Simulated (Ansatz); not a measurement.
A nudged elastic band was laid between two geometries of C$_{2}$H$_{8}$O$_{2}$SiSn (14 atoms, charge 0, multiplicity 1).

These are results of Ansatz 0.2.0, RKS B3LYP/def2-SVP, not measurements.

```json
{
 "movable images": "5",
 "climbing image": "yes",
 "spring": "5.0 eV/Å²",
 "optimiser": "quadratic models (default)",
 "start path": "IDPP",
 "force threshold": "0.05 eV/Å",
 "iteration limit": "53",
 "end points": "relaxed"
}
```

Image 0:

```xyz
14
Properties=species:S:1:pos:R:3
C -1.628 -1.459 0.866
Sn 0.337 -1.460 -0.054
Si 1.565 0.798 0.334
O 1.147 1.990 -0.865
C -0.114 2.199 -1.230
O -1.068 1.595 -0.806
H -2.156 -0.555 0.533
H -2.186 -2.355 0.558
H -1.530 -1.450 1.961
H 0.217 -1.736 -1.752
H 1.307 -2.729 0.613
H 3.045 0.732 0.195
H 1.236 1.393 1.663
H -0.183 3.008 -1.989
```

Image 6:

```xyz
14
Properties=species:S:1:pos:R:3
C -1.759 -1.456 0.560
Sn 0.213 -1.444 -0.344
Si 1.621 0.578 0.484
O 1.325 2.014 -0.457
C 0.092 2.402 -0.764
O -0.915 1.811 -0.461
H -2.386 -2.220 0.080
H -1.678 -1.676 1.634
H -2.201 -0.461 0.417
H 0.097 -1.366 -2.063
H 1.062 -2.899 0.055
H 3.092 0.414 0.332
H 1.323 0.926 1.904
H 0.101 3.348 -1.347
```

Q: What changes between the two ends?

A: No bond is made or broken. The dihedral H8–C1–Sn2–Si3 goes from 171 to -69°. The two ends are copies of one structure, up to a mirror image or an exchange of like atoms.

Q: Give the energies along the band, and the barrier.

A: The run converged. The highest image is number 3 of 0 to 6, 0.032 eV above the ends, which have the same energy within 2 meV. A vibrational analysis at the climbing image gives one clearly imaginary mode, 102i cm⁻¹: a first-order saddle point.

| image | path coordinate (Å) | energy (eV) | dihedral H8–C1–Sn2–Si3 (°) |
| --- | --- | --- | --- |
| 0 | 0.00 | 0.000 | 171 |
| 1 | 0.62 | 0.008 | -168 |
| 2 | 1.25 | 0.024 | -147 |
| 3 | 1.87 | 0.032 | -127 |
| 4 | 2.46 | 0.025 | -108 |
| 5 | 3.05 | 0.008 | -88 |
| 6 | 3.64 | 0.000 | -69 |

Q: What is the geometry of the highest image?

A: 
```xyz
14
Properties=species:S:1:pos:R:3:forces:R:3
C -1.759 -1.456 0.602 -0.01 0.00 0.02
Sn 0.209 -1.434 -0.319 0.01 0.00 0.00
Si 1.635 0.593 0.459 -0.01 -0.01 0.00
O 1.323 2.015 -0.497 0.01 0.01 -0.01
C 0.085 2.384 -0.807 -0.03 0.02 0.01
O -0.915 1.785 -0.495 0.01 -0.02 0.00
H -2.517 -1.273 -0.172 0.00 0.00 0.00
H -1.941 -2.430 1.078 0.00 0.00 -0.01
H -1.822 -0.657 1.354 0.00 0.00 -0.01
H 0.085 -1.389 -2.038 0.00 0.00 0.00
H 1.067 -2.879 0.096 0.00 0.00 0.00
H 3.103 0.425 0.288 0.00 0.00 0.00
H 1.355 0.961 1.879 0.00 0.00 0.00
H 0.080 3.325 -1.399 0.01 0.00 -0.01
```

Q: What are the harmonic wavenumbers there?

A: 102i, 35, 50, 87, 106, 173, 257, 291, 348, 450, 508, 514, 583, 680, 713, 719, 779, 788, 796, 849, 943, 1049, 1213, 1253, 1393, 1435, 1438, 1805, 1859, 1881, 2212, 2244, 3032, 3055, 3165, 3168 cm⁻¹.

Time of the run: 3.5 min on 2 threads of Arm Neoverse V1 (shared host), peak memory 0.44 GiB.
